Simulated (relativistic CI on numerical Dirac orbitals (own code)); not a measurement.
**What each ingredient does to the levels of Ho⁹⁺**

Base calculation: Dirac-Coulomb-Breit CI, orbitals from a KLI potential per configuration, model QED, unscaled Slater integrals.

Configurations in the expansion (outside the closed core [Ar] 3d10 4p6 4d10): 4s2 4f9 5s2 5p, 4s2 4f10 5s2, 4s2 4f11 5s, 4s2 4f10 5s 5p, 4s 4f11 5s2. The list is cut by size and lacks configurations that can hold low levels.

Variants: (1) configuration mixing switched off. Shifts of the energy above 4s2 4f9 5s2 5p 7G_7, in cm⁻¹, for the lowest level and the first level of each name with at least 55 % of one term (blank where a level changes its place among those of its configuration and J or its character, or is not in the variant):

```csv
Level,Base,Δ(1)
4s2 4f9 5s2 5p 7G_7,0.0,0.0
4s2 4f9 5s2 5p 7D_5,9610.3,+3.5
4s2 4f9 5s2 5p 7G_1,17202.5,+2.7
4s2 4f9 5s2 5p 7D_1,37803.6,+1.4
4s2 4f9 5s2 5p 5I_4,43307.8,+57.9
```

At this charge energies of transitions that change n are usually good to better than 1 %, and those within a shell (Δn = 0) to a few per cent. Terms inside the open d or f shell come out 10 to 20 % too wide with unscaled integrals. Levels and lines within the n = 5 or 6 shells can be off by up to 10 % or somewhat more, and those that change n by about 2 %, since core polarisation is missing.

Ionisation energy from the two ground configurations alone: base 164.414 eV. The NIST ASD value (theoretical) is 173 eV. The gap of more than 2 % comes from missing correlation, or from a tabulated value that is itself an estimate.

LS names give the leading component of a level, which can be under half, so a name can repeat, a term be missing and a line seem to break the LS rules.
